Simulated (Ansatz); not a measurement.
`F[SiH2]/N=[CH]/[GaH2]` and `CB/N=[CH]\[GaH2]` differ in one atom or group (the configuration at the double bond changes too).

Ansatz, PBE0-D4/def2-TZVP geometries, multiplicity 1. Each molecule was computed in one conformer, which needn't be the lowest.

Scalar relativity is left out up to krypton.

| property | `F[SiH2]/N=[CH]/[GaH2]` |
| --- | --- |
| HOMO energy (B3LYP/def2-TZVPP) / eV | -6.81 |
| HOMO–LUMO gap (ωB97M-V/def2-TZVPP) / eV | 9.96 |
| size of the dipole moment (B3LYP/def2-TZVPP) / D | 0.41 |
| HOMO energy (ωB97M-V/def2-TZVPP) / eV | -9.21 |
| LUMO energy (ωB97M-V/def2-TZVPP) / eV | 0.75 |
| LUMO energy (PBE0/def2-TZVPP) / eV | -1.50 |

Question: What does the change do to each property? (Best estimate.)

Answer: Computed: 
```
                                        property  `CB/N=[CH]\[GaH2]`  shift
             HOMO energy (B3LYP/def2-TZVPP) / eV               -6.37   0.44
         HOMO–LUMO gap (ωB97M-V/def2-TZVPP) / eV                8.73  -1.23
size of the dipole moment (B3LYP/def2-TZVPP) / D                0.52   0.11
           HOMO energy (ωB97M-V/def2-TZVPP) / eV               -8.81   0.40
           LUMO energy (ωB97M-V/def2-TZVPP) / eV               -0.08  -0.83
              LUMO energy (PBE0/def2-TZVPP) / eV               -2.20  -0.70
```

With PBE0 the HOMO rises by 0.44 eV and the LUMO falls by 0.70 eV, so the gap narrows by about 1.14 eV. PBE moves the HOMO by 0.54 eV and ωB97M-V by 0.40 eV. Dipoles are sizes alone; their direction can turn.

B3LYP here is the variant with VWN-RPA as its local correlation; programs differ in this.
